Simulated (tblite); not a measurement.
Compound: C8H16NP.
Structure used (GFN2-xTB), in Å, numbered top down from 1:
```
atom  x, y, z in Å
C1     0.877    2.838   -0.893
C2     0.666    1.533   -0.899
P3     0.222    0.620    0.622
C4     1.784   -0.364    0.728
C5     2.454   -0.319    1.872
C6     2.252   -1.129   -0.470
N7    -0.736   -0.597   -0.178
C8    -1.008   -1.754    0.659
C9    -1.923   -0.085   -0.844
C10   -2.994    0.507    0.071
H11    0.777    3.418    0.011
H12    1.161    3.385   -1.779
H13    0.759    0.944   -1.805
H14    2.095    0.255    2.710
H15    3.386   -0.845    2.015
H16    1.403   -1.533   -1.017
H17    2.804   -0.467   -1.138
H18    2.913   -1.942   -0.173
H19   -1.415   -2.553    0.034
H20   -1.715   -1.559    1.472
H21   -0.072   -2.096    1.100
H22   -2.351   -0.908   -1.428
H23   -1.594    0.692   -1.540
H24   -2.554    1.289    0.689
H25   -3.425   -0.251    0.720
H26   -3.791    0.941   -0.528
```

All values are computed: GFN2-xTB (tblite) harmonic vibrations without scaling, gas phase. Against measured fundamentals such values can be off by several per cent, at times by over 20. One conformer, not necessarily the lowest.

Harmonic wavenumbers (cm⁻¹): 38.9, 56.7, 74.4, 78.6, 129.0, 146.2, 152.7, 192.4, 202.3, 241.8, 275.3, 294.9, 311.7, 324.2, 368.6, 390.3, 422.4, 507.6, 543.8, 641.9, 660.4, 690.2, 720.5, 819.6, 899.8, 901.7, 917.9, 944.2, 988.1, 999.7, 1013.9, 1028.8, 1031.9, 1062.5, 1079.6, 1110.4, 1184.7, 1192.4, 1202.5, 1210.7, 1291.4, 1341.6, 1385.3, 1399.1, 1400.1, 1408.1, 1414.4, 1467.2, 1470.6, 1479.7, 1485.3, 1487.7, 1497.9, 1506.8, 1662.0, 1683.2, 2920.2, 2922.1, 2951.8, 2971.9, 2995.5, 3003.0, 3006.9, 3013.4, 3019.1, 3029.7, 3035.6, 3041.4, 3073.7, 3076.6, 3103.4, 3106.4.

A = 1412, B = 939.2, C = 701.2 MHz; mass 157.102 u (most abundant isotopes); point group C1, symmetry number 1.

**Question.** What is the zero-point energy?

**Answer.** Half the sum of the wavenumbers: 48352 cm⁻¹ = 578.43 kJ/mol.

**Question.** Give the ideal-gas entropy at 298.15 K and 1 bar in the rigid-rotor, harmonic-oscillator model (classical rotation).

**Answer.** Translation 171.92, rotation 126.46, vibration 189.10: S = 487.5 J/(mol K).

**Question.** And Cp and H(298.15 K) − H(0)?

**Answer.** Cp = 215.66 J/(mol K), of which vibrations give 182.41 (their classical limit is 72 R = 598.6); H(298.15 K) − H(0) = 38.96 kJ/mol without the zero-point energy, 29.04 from vibrations.

**Question.** Which modes carry the vibrational entropy at 298.15 K?

**Answer.** 38.9 cm⁻¹: 22.24; 56.7 cm⁻¹: 19.12; 74.4 cm⁻¹: 16.88; 78.6 cm⁻¹: 16.42; 129.0 cm⁻¹: 12.39; 146.2 cm⁻¹: 11.39 J/(mol K); the other 66 give 90.67 together.

**Question.** Blend soft modes into free rotors: weight 1/[1 + (100 cm⁻¹/ν̃)⁴] for the oscillator and the rest for a rotor with moment μB/(μ + B), μ = h/(8π²ν), B = 10⁻⁴⁴ kg m². What vibrational entropy results?

**Answer.** 172.58 J/(mol K) in place of 189.10, which changes −T·S at 298.15 K by +4.92 kJ/mol.

**Question.** What must be added to the electronic energy to get the Gibbs energy at 298.15 K and 1 bar?

**Answer.** ZPE + [H(298.15 K) − H(0)] − T·S = 578.43 + 38.96 − 145.34 = 472.05 kJ/mol.

Hindered rotation and anharmonicity are outside this model. Other conformers, if any are populated, would add a mixing term that is left out. The structure is chiral; the term R ln 2 for an equal mix with its mirror image is left out.
